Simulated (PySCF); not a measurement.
SeClI, SMILES Cl[Se]I. Heavy atoms are numbered as in [Se:1]([Cl:2])[I:3].

Geometry optimised at B3LYP-D3(BJ)/def2-TZVP. The def2 effective core potentials stand for the cores of I; spin–orbit coupling is left out.

Calculation: HF/def2-TZVPD run with PySCF.

Mulliken values depend strongly on the basis, most of all with diffuse functions as here. ESP charges are fitted to the potential on shells at 1.4 to 2.0 van der Waals radii. Atomic charges (e), one atom of each kind:

| atom | Mulliken | ESP fit |
|---|---|---|
| Se1 | 0.22 | 0.09 |
| Cl2 | -0.23 | -0.10 |
| I3 | 0.00 | 0.01 |
